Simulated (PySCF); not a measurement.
GeHCl + H₂O → HGe(OH) + HCl

Level: PBE0 in the def2-TZVP basis family, all electrons, no relativity, computed in PySCF with density fitting; open shells unrestricted.

```json
{"species": "GeHCl", "state and structure": "singlet, Cs, Ge–Cl 2.183 Å, Ge–H 1.601 Å; Cl–Ge–H 93.7°", "ZPE (kJ/mol)": "18.2", "H(298 K) − H(0) (kJ/mol)": "11.0", "S° (J/(mol K))": "264.4"}
{"species": "H₂O", "state and structure": "singlet, C2v, O–H 0.960 Å (×2); H–O–H 105.1°", "ZPE (kJ/mol)": "56.5", "H(298 K) − H(0) (kJ/mol)": "9.9", "S° (J/(mol K))": "188.7"}
{"species": "HGe(OH)", "state and structure": "singlet, Cs, Ge–H 1.618 Å, Ge–O 1.787 Å, O–H 0.960 Å; Ge–O–H 114.5°, H–Ge–O 95.8°", "ZPE (kJ/mol)": "51.7", "H(298 K) − H(0) (kJ/mol)": "11.1", "S° (J/(mol K))": "255.7"}
{"species": "HCl", "state and structure": "singlet, C∞v, H–Cl 1.279 Å", "ZPE (kJ/mol)": "17.9", "H(298 K) − H(0) (kJ/mol)": "8.7", "S° (J/(mol K))": "186.6"}
```

**Question.** Is the gas-phase reaction uphill or downhill in electronic energy at this level, and by how much?

**Answer.** At PBE0/def2-TZVP, ΔE = 40.3 kJ/mol, uphill. 

**Question.** Add zero-point, thermal and entropy terms for 298.15 K and 1 bar.

**Answer.** ΔZPE = -5.1 and Δ[H(298) − H(0)] = -1.1 kJ/mol give ΔH° = 34.1 kJ/mol. ΔS° = -10.8 J/(mol K), so ΔG° = 34.1 − 298.15 × (-0.0108) = 37 kJ/mol and log₁₀K = -6.5.

Each species is the lowest minimum found with this bonding; other isomers or fragments can lie lower.
